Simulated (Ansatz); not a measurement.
## Energy profile

The step: BH₃O₂ ([OH][BH][OH]) + NH₃ + HF → BNH₄O₂ ([NH2][B]([OH])[OH]) + HF + H₂; bonds formed: H2–H7, H5–F8; dative contacts that become bonds: B1–N6; bonds broken: B1–H2, H5–N6, H7–F8 (atoms numbered as in the saddle structure below).

| atom | x (Å) | y (Å) | z (Å) |
| --- | --- | --- | --- |
| B1 | -0.4083 | 0.0470 | -0.3860 |
| H2 | 0.4651 | -1.2786 | -0.3572 |
| O3 | -0.0742 | 0.5614 | -1.6305 |
| O4 | -1.6554 | -0.4312 | -0.0121 |
| H5 | 1.0303 | 0.2179 | 1.1913 |
| N6 | 0.2163 | 0.8899 | 0.7457 |
| H7 | 1.0438 | -1.1929 | 0.3200 |
| F8 | 1.7917 | -0.8226 | 1.3533 |
| H9 | -0.4460 | 0.0952 | -2.3794 |
| H10 | -2.1117 | -0.9490 | -0.6758 |
| H11 | 0.6244 | 1.7433 | 0.3807 |
| H12 | -0.4760 | 1.1196 | 1.4501 |

Electronic energies by CCSD(T) at an estimated basis limit (MP2 extrapolated from triple and quadruple zeta, plus CCSD(T) − MP2 in triple zeta), on PBE0-D4/def2-TZVP structures; BNH$_{7}$O$_{2}$F, closed shell; no counterpoise correction. Program: Ansatz 0.2.0. Basis: def2-TZVPP and def2-QZVPP. Cores are frozen in the correlated methods. Extrapolation: Hartree–Fock as exp(−7.88 √X), correlation as X^−2.97.

(1) Give the profile in eV, counted from the separated reactants. (An estimate is asked for; the value comes from the calculation.)

The T1 diagnostic stays at or below 0.013.

Results:

(1) By the calculation:
```csv
point,eV
"separated: BH$_{3}$O$_{2}$ (linked as [OH][BH][OH]; B1, H2, O3, O4, H9, H10; singlet) + NH$_{3}$ (H5, N6, H11, H12; singlet) + HF (H7, F8; singlet)",0.000
start structure,-0.443
saddle,0.550
end structure,-0.990
"separated: BNH$_{4}$O$_{2}$ (linked as [NH2][B]([OH])[OH]; B1, O3, O4, N6, H9, H10, H11, H12; singlet) + H$_{2}$ (H2, H7; singlet) + HF (H5, F8; singlet)",-0.599
```

For scale, one of the runs: CCSD(T)/def2-TZVPP, 253 basis functions, launched by `ansatz run in.yaml --threads 8 --pin off --events-out ev --progress --plain --max-ram 19148MiB`. Hardware: 8 CPU threads of an Arm Neoverse V1, shared host. Wall time 2.1 min; peak host memory 6.2 GiB.
